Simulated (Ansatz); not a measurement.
`[F][Hf]([F])([SeH])[SeH]`, charge 0, multiplicity 1.

(1) Give a relaxed structure at PBE0-D4/def2-TZVP (the Gaussian-basis code of Ansatz). (Estimate.)

## Answers

(1) The calculation gave: 
Z-matrix (Å, degrees):
```
Hf
F 1 1.891
Se 1 2.563 2 112.3
F 1 1.889 2 110.9 3 -120.5
Se 1 2.572 2 108.2 3 117.3
H 3 1.475 1 87.1 2 42.4
H 5 1.475 1 88.9 2 38.0
```
